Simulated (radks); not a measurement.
Q: Radial electron density D(r) = 4 pi r^2 rho(r) of an atom or ion with 21 electrons. Calculated with a radial shooting solver on a logarithmic mesh with Libxc functionals: scalar-relativistic Kohn-Sham, LDA (Slater exchange, Perdew-Wang correlation), spin-polarised, spherical densities, finite nucleus; Fermi nuclear charge, rms radius of each element as measured or else 0.836 A^(1/3) + 0.57 fm.

r (bohr)  D(r) (e/bohr)  spin D(r)
0.003913          1.233   0.000630
0.004483          1.573   0.000803
0.005136          2.000    0.00102
0.005837          2.496    0.00127
0.006688          3.145    0.00160
0.007662          3.942    0.00200
0.008778          4.909    0.00248
0.009977          5.997    0.00302
0.01143           7.359    0.00368
0.0131            8.948    0.00445
0.015             10.77    0.00530
0.01705           12.67    0.00616
0.01954           14.88    0.00711
0.02238           17.19    0.00802
0.02564           19.52    0.00881
0.02914           21.60    0.00934
0.03339           23.55    0.00953
0.03825           25.04    0.00920
0.04383           25.92    0.00821
0.05021           26.07    0.00648
0.05707           25.51    0.00422
0.06538           24.29    0.00135
0.07491           22.66   -0.00153
0.08582           21.03   -0.00370
0.09754           19.91   -0.00417
0.1117            19.57   -0.00191
0.128             20.34    0.00429
0.1467            22.16     0.0153
0.1667            24.42     0.0306
0.191             26.68     0.0523
0.2188            27.92     0.0805
0.2507            27.41      0.117
0.2849            25.09      0.164
0.3264            21.03      0.233
0.374             16.23      0.332
0.4285            11.89      0.469
0.487             9.146      0.631
0.5579            8.035      0.829
0.6392            8.452       1.03
0.7323            9.513       1.19
0.839             10.23       1.28
0.9536            10.03       1.29
1.093             8.811       1.22
1.252             6.923       1.12
1.434             4.916       1.02
1.63              3.310      0.932
1.867             2.094      0.866
2.139             1.354      0.806
2.451            0.9395      0.731
2.786            0.7032      0.631
3.192            0.5143      0.495
3.656            0.3493      0.345
4.189            0.2095      0.209
4.761            0.1120      0.112
5.455           0.04807     0.0481
6.249           0.01674     0.0167
7.16           0.004611    0.00461
8.138          0.001081    0.00108
9.323         0.0001746   0.000175

What is the nuclear charge?

A: Z = 22. The innermost maximum, from 1s, lies near gamma/Z bohr with gamma = sqrt(1 - (Z/c)^2) = 0.987, here 0.0449 bohr (found: 0.0482), and its height grows with Z. The density is that of the titanium ion Ti+ in [Ar] 3d2 4s1; the configuration itself is not fixed sharply by these data, and Z only to about a unit. D(r) has 3 maxima, at r = 0.0482, 0.226, 0.873 bohr, and minima at 0.109, 0.571 bohr, inside which lie 2.14, 10.46 electrons.
